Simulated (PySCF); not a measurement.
Polarisability and C₆ of Xe⁺ (xenon, charge +1)

[Kr] 4d10 5s2 5p5, 2P determinant. All numbers are calculated (PySCF 2.14, a scalar-relativistic core potential, in aug-cc-pV5Z-PP with ECP28MDF (8s8p6d4f3g2h, 139 functions)). Coupled (time-dependent) response in atomic units; α is the mean over directions.

```tsv
method	mean α (bohr³)	α xx, yy, zz	C₆ (like pair)	S(−4)
UHF	17.80	17.32, 18.04, 18.04	152.9	50.14
PBE	18.43	17.68, 18.80, 18.80	159.1	56.27
```

S(−4) is the Cauchy moment in α(ω) = α(0) + S(−4) ω² + …

Spin-orbit coupling is absent.

α(iu) at PBE:

```csv
u (hartree),α(iu) (bohr³)
0,18.43
0.0500,18.29
0.100,17.88
0.200,16.46
0.300,14.59
0.500,10.88
0.750,7.479
1.00,5.347
1.50,3.121
2.00,2.081
3.00,1.163
5.00,0.5420
```

A single London oscillator, α(iu) = α/(1 + u²/ω²), gives C₆ = (3/4) ω α². Matching the computed C₆ needs ω = 4 × 159.1 / (3 × 18.43²) = 0.625 hartree.

For an ion, C₆ is the dispersion term alone; charge-induced terms of lower order in 1/R come first.

The components differ because the open shell of this determinant is not spherical; for a pure term their mean is the scalar polarisability.

Energies and moments cover only the electrons outside the core potential.
